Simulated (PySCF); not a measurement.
A structure optimised at PBE0-D3(BJ)/def2-SVP, used in a PySCF frequency run:

```
C
F 1 1.3289
C 1 1.3516 2 119.05
C 1 1.4161 2 116.31 3 180.00
C 4 1.2127 2 148.07 1 180.00
H 5 1.0750 2 159.18 1 180.00
Cl 3 1.7082 1 120.91 2 0.00
Cl 3 1.7088 1 121.85 2 180.00
```
Charge 0, spin multiplicity 1.

Task: Write its SMILES, formula and point group.

Result: C#CC(F)=C(Cl)Cl, C₄HCl₂F, Cs

Task: What are its rotational constants (standard atomic weights)?

Result: 2.3959, 1.4756, 0.91321 GHz
